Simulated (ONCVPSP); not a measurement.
## What one change does to a pseudopotential (Ar, ONCV)

Ar (Z = 18), optimised norm-conserving Vanderbilt (ONCV), made with ONCVPSP 4.0.1 (Wu-Cohen, scalar-relativistic). Core [Ne], reference 3s2 3p5.5 (charge +0.5). Waves: 3s: rc 1.25 bohr, ncon 3, nbas 6, qcut 6 1/bohr, 2 projectors, debl 1 Ha; 3p: rc 1.15 bohr, ncon 3, nbas 8, qcut 6.6 1/bohr, 2 projectors, debl 1.2 Ha; d scattering state at 0.17 Ha: rc 1.25 bohr, ncon 3, nbas 8, qcut 8.7 1/bohr, 2 projectors, debl 1.2 Ha. Local part: polynomial inside 1.10 bohr (lpopt 5, dvloc0 2 Ha). Core correction: Teter function, fcfact 4.25, rcfact 1.7.

In the s channel the program set the typed energies aside and used -1.111, 0.250 Ha.

All-electron outer shells of the reference configuration (Wu-Cohen, scalar-relativistic, ld1.x):

```json
{"shell": "2s", "level (eV)": "-303.30", "outermost node (bohr)": "0.12", "outermost maximum (bohr)": "0.34"}
{"shell": "2p", "level (eV)": "-236.55", "outermost node (bohr)": "–", "outermost maximum (bohr)": "0.28"}
{"shell": "3s", "level (eV)": "-30.22", "outermost node (bohr)": "0.52", "outermost maximum (bohr)": "1.17"}
{"shell": "3p", "level (eV)": "-15.97", "outermost node (bohr)": "0.49", "outermost maximum (bohr)": "1.28"}
```

Change: core correction Teter function, fcfact 7.6, rcfact 1.7.

Cutoffs: the cutoffs (Ha) at which the residual kinetic energy of the hardest occupied pseudo-wave falls to 1 and 0.1 mHa per electron; they do not see the model core or the augmentation charge, which bear on the density cutoff. Errors are all-electron minus pseudo energies relative to the spin-unpolarised reference configuration.

Predict the effect on cutoff, ghosts and configuration errors.

The potential gets neither clearly harder nor softer (18 Ha and 53 Ha → 18 Ha and 53 Ha); of the 4 tests that both files solve, the error grows in 2 and shrinks in 0 by more than 15 % and 0.3 meV (median size 0.8 → 2.4 meV); neither file shows a bound ghost. A model core, the more so a compact one, raises the density cutoff, which this test does not measure.

| quantity | base | changed |
| --- | --- | --- |
| cutoff, loose | 18 Ha | 18 Ha |
| cutoff, tight | 53 Ha | 53 Ha |
| bound ghosts | none | none |
| GHOST(+) flags under 300 eV | none | none |
| error for 3s2 3p6, meV [ΔE -6.53 eV] | +0.6 | +0.5 |
| error for 3s2 3p5, meV [ΔE 9.50 eV] | -0.4 | -0.7 |
| error for 3s2 3p4, meV [ΔE 38.14 eV] | +0.9 | -4.0 |
| error for 3s1 3p6, meV [ΔE 24.07 eV] | -4.1 | -5.7 |
| s: phases at 1.27 bohr within 0.05 rad from the reference energy up to (Ha; the scan ends near 5) | to the end of the scan | to the end of the scan |
| p: phases at 1.17 bohr within 0.05 rad from the reference energy up to (Ha; the scan ends near 5) | to the end of the scan | to the end of the scan |
| d: phases at 1.27 bohr within 0.05 rad from the reference energy up to (Ha; the scan ends near 5) | to the end of the scan | to the end of the scan |
| rms error of d²Exc/dni dnj with the model core, mHa | 2.81 | 4.71 |
